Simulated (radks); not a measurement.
Spherical quantum dot in the effective-mass picture: electrons in a parabolic well V = omega^2 r^2 / 2 with omega = 0.119, with a point charge +1 (a donor) at the centre, all in effective atomic units (hartree* = m*/eps^2 hartree, bohr* = eps/m* bohr), one dielectric constant everywhere. Calculated with a radial shooting solver with Libxc functionals: non-relativistic Kohn-Sham, r2SCAN, spin-polarised, spherical densities, generalised Kohn-Sham scheme. Levels are named by radial order and angular momentum (1s, 1p, 1d, 2s, ...), and open shells are averaged over m. Each electron was tried in the lowest free levels, single moves between levels near the top were tried too, and the lowest total energy was kept; such a search can miss a lower state. The series stops at N = 22: beyond it a trial failed or the search could not be trusted, so later rows were left out. At N = 1 the Hartree and exchange-correlation terms need not cancel, so that row can carry a self-interaction error.

N	open shells	2S	E (hartree*)	mu = E(N) - E(N-1) (hartree*)	addition energy mu(N+1) - mu(N) (hartree*)	e(HOMO) (hartree*)	rms radius (bohr*)
1	1s(up 1, down 0)	1	-0.479705	-0.47970	0.5262	-0.26443	1.650
2	none	0	-0.433241	0.046463	0.4433	0.17777	2.282
3	1p(up 1, down 0)	1	0.0565566	0.48980	0.1366	0.55443	3.529
4	1p(up 2, down 0)	2	0.682998	0.62644	0.1416	0.69785	4.197
5	1p(up 3, down 0)	3	1.45107	0.76807	0.1511	0.83758	4.685
6	1p(up 3, down 0) 2s(up 1, down 0)	4	2.37025	0.91918	0.1621	0.97796	5.148
7	1p(up 3, down 1) 2s(up 1, down 0)	3	3.45150	1.0812	0.1119	1.1374	5.512
8	1p(up 3, down 2) 2s(up 1, down 0)	2	4.64461	1.1931	0.1117	1.2488	5.823
9	2s(up 1, down 0)	1	5.94940	1.3048	0.1284	1.3607	6.101
10	none	0	7.38263	1.4332	0.1439	1.4847	6.383
11	1d(up 1, down 0)	1	8.95977	1.5771	0.1006	1.6275	6.648
12	1d(up 2, down 0)	2	10.6375	1.6777	0.09955	1.7277	6.888
13	1d(up 3, down 0)	3	12.4148	1.7773	0.09813	1.8266	7.109
14	1d(up 4, down 0)	4	14.2902	1.8754	0.09662	1.9240	7.315
15	1d(up 5, down 0)	5	16.2623	1.9720	0.1245	2.0198	7.507
16	1d(up 5, down 1)	4	18.3588	2.0965	0.08881	2.1409	7.696
17	1d(up 5, down 2)	3	20.5441	2.1853	0.08875	2.2298	7.873
18	1d(up 5, down 3)	2	22.8182	2.2741	0.08819	2.3183	8.041
19	1d(up 5, down 4)	1	25.1804	2.3623	0.08738	2.4061	8.202
20	none	0	27.6301	2.4497	0.1308	2.4930	8.356
21	1f(up 1, down 0)	1	30.2105	2.5804	0.08220	2.6216	8.515
22	1f(up 2, down 0)	2	32.8732	2.6626	-	2.7036	8.667

All shells are closed at N = 2, 10, 20 (there: 1s2 1p6 1d10 2s2); the second difference of the energy has clear peaks (12 % above both neighbours; the first and last values, which can be the largest, are not judged, and half-filled shells can peak too) at N = 10, 15, 20.
